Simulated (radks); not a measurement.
Spherical quantum dot in the effective-mass picture: electrons in a parabolic well V = omega^2 r^2 / 2 with omega = 0.723, with a point charge +1 (a donor) at the centre, all in effective atomic units (hartree* = m*/eps^2 hartree, bohr* = eps/m* bohr), one dielectric constant everywhere. Method: non-relativistic Kohn-Sham, LDA (Slater exchange, Perdew-Wang correlation), spin-polarised, spherical densities; computed with a radial shooting solver with Libxc functionals. Levels are named by radial order and angular momentum (1s, 1p, 1d, 2s, ...), and open shells are averaged over m.

N = 13, configuration 1s2 1p6 1d(up 3, down 0) 2s2. This is the lowest configuration that the search found. Occupied and some empty levels:

| level | occupation | eigenvalue (hartree*) | <r> (bohr*) |
|---|---|---|---|
| 1s up | 1 | 5.6880 | 1.585 |
| 1s down | 1 | 5.7176 | 1.550 |
| 1p up | 3 | 6.1701 | 2.283 |
| 1p down | 3 | 6.2178 | 2.274 |
| 2s up | 1 | 6.5241 | 2.199 |
| 2s down | 1 | 6.5578 | 2.224 |
| 1d up | 3 | 6.6078 | 2.630 |
| 1d down | 0 | 6.6584 | 2.634 |
| 1f up | 0 | 7.0823 | 2.898 |
| 1f down | 0 | 7.1313 | 2.909 |
| 2p up | 0 | 7.1968 | 2.570 |
| 2p down | 0 | 7.2283 | 2.578 |
| 1g up | 0 | 7.5920 | 3.129 |
| 1g down | 0 | 7.6373 | 3.143 |

Energy (hartree*): total 49.3519, kinetic 8.7224, external 11.902, Hartree 33.631, exchange-correlation -4.9036.
